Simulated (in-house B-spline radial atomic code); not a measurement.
# Ionising the iodine ion I⁺ with different functionals

Computed with a B-spline radial code for spherical atoms: scalar-relativistic (spin-free X2C) Hamiltonian, Fermi nucleus of rms radius 4.75 fm, spin-polarised at highest spin, spherical fractional occupations for the functionals, the average over the highest-spin determinants for Hartree-Fock. The ionisation energy is the difference of two self-consistent energies, [Kr] 4d10 5s2 5p4 → [Kr] 4d10 5s2 5p3, without Breit or QED terms; ε is the level of the shell that loses the electron (its least bound occupied spin orbital). There is no spin-orbit coupling in this Hamiltonian.

Hybrids are left out here: with spherical fractional occupations of an open shell their exact exchange keeps a self-interaction that integer-occupation calculations don't have.

| method | rung | ΔSCF (eV) | -ε(5p) (eV) |
| --- | --- | --- | --- |
| Hartree-Fock | Hartree-Fock | ? | ? |
| LDA VWN5 | LDA | 19.08 | 14.84 |
| LDA PW92 | LDA | 19.08 | 14.85 |
| LDA exchange-only | LDA | 17.37 | 13.31 |
| PBE | GGA | 18.65 | 14.50 |
| PBEsol | GGA | 18.66 | 14.53 |
| BLYP | GGA | ? | ? |
| RPBE | GGA | 18.49 | 14.39 |
| PW91 | GGA | 18.73 | 14.58 |
| BP86 | GGA | 18.86 | 14.68 |
| AM05 | GGA | 18.62 | 14.49 |
| OLYP | GGA | 18.28 | 14.21 |
| TPSS | meta-GGA | 18.57 | 14.50 |
| SCAN | meta-GGA | 18.49 | 14.48 |
| r2SCAN | meta-GGA | 18.39 | 14.48 |
| revTPSS | meta-GGA | 18.54 | 14.48 |

(1) What does Hartree-Fock give?

(2) What does BLYP give?

(3) How do they compare with the NIST value?

## Answers

(1) ΔSCF 17.49 eV, and -ε(5p) = 18.01 eV.

(2) ΔSCF 18.73 eV, and -ε(5p) = 14.47 eV.

(3) NIST lists 19.131 eV (measured, ground level to ground level). Errors run from -1.77 to -0.05 eV; LDA PW92 is closest (-0.05 eV), but part of that can be cancellation, since the calculations leave out spin-orbit coupling, Breit-QED terms, multiplet and fine-structure energies. Hartree-Fock also lacks correlation.
